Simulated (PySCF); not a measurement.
C₃H₉NSi, SMILES NC/C=C/[SiH3]. Geometry optimised at PBE-D3(BJ)/def2-SVP. The structure was generated by enumeration; whether it is a known compound was not checked. One conformer was computed; it need not be the lowest.

Question: Give the equilibrium geometry at PBE-D3(BJ)/def2-SVP (PySCF confirms it by a frequency run) as a Z-matrix. (An estimate is asked for; the answer gives what the named calculation found.)

Answer: Several could match; the one computed here: 
```
C
C 1 1.3532
H 2 1.1082 1 117.41
H 1 1.1092 2 119.26 3 179.82
C 1 1.5087 4 114.89 2 177.25
H 5 1.1116 1 109.58 4 177.26
H 5 1.1130 6 106.21 1 118.44
N 5 1.4669 6 108.97 7 116.04
H 8 1.0293 5 109.83 6 -174.90
H 8 1.0294 9 105.24 5 117.19
Si 2 1.8732 3 118.53 1 -179.81
H 11 1.5057 2 109.17 3 -179.45
H 11 1.5074 12 108.96 4 121.33
H 11 1.5079 12 108.90 13 116.46
```
